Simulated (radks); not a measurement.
Isoelectronic series with 1 electrons, all held in the configuration 1s1, which need not be the ground one along the series. Method: scalar-relativistic Kohn-Sham, PBE, spin-polarised, spherical densities, finite nucleus; open shells are filled with parallel spins first (spin-orbit coupling, left out, can overturn this in heavy ions); Fermi nuclear charge, rms radius of each element as measured or else 0.836 A^(1/3) + 0.57 fm; computed with a radial shooting solver on a logarithmic mesh with Libxc functionals. Total energies (hartree) and mean radii <r> (bohr) (* marks an orbital that is empty in some or all of the ions):

| ion | E (hartree) | 2p up* | 1s up |
|---|---|---|---|
| Cl16+ | -144.95746 | 0.2997 | 0.08793 |
| Ar17+ | -162.59580 | 0.2826 | 0.08299 |
| K18+ | -181.26065 | 0.2673 | 0.07856 |
| Ca19+ | -200.95509 | 0.2536 | 0.07457 |
| Sc20+ | -221.68238 | 0.2412 | 0.07096 |
| Ti21+ | -243.44601 | 0.2299 | 0.06768 |
| V22+ | -266.24966 | 0.2197 | 0.06468 |
| Cr23+ | -290.09712 | 0.2103 | 0.06193 |
| Mn24+ | -314.99246 | 0.2016 | 0.05940 |
| Fe25+ | -340.93994 | 0.1937 | 0.05706 |
| Co26+ | -367.94397 | 0.1863 | 0.05489 |
| Ni27+ | -396.00930 | 0.1795 | 0.05287 |
| Cu28+ | -425.14055 | 0.1731 | 0.05100 |
| Zn29+ | -455.34304 | 0.1671 | 0.04924 |
| Ga30+ | -486.62194 | 0.1616 | 0.04760 |
| Ge31+ | -518.98279 | 0.1564 | 0.04605 |
| As32+ | -552.43151 | 0.1515 | 0.04460 |
| Se33+ | -586.97390 | 0.1469 | 0.04324 |
| Br34+ | -622.61633 | 0.1425 | 0.04195 |
| Kr35+ | -659.36520 | 0.1384 | 0.04073 |
| Rb36+ | -697.22731 | 0.1345 | 0.03957 |
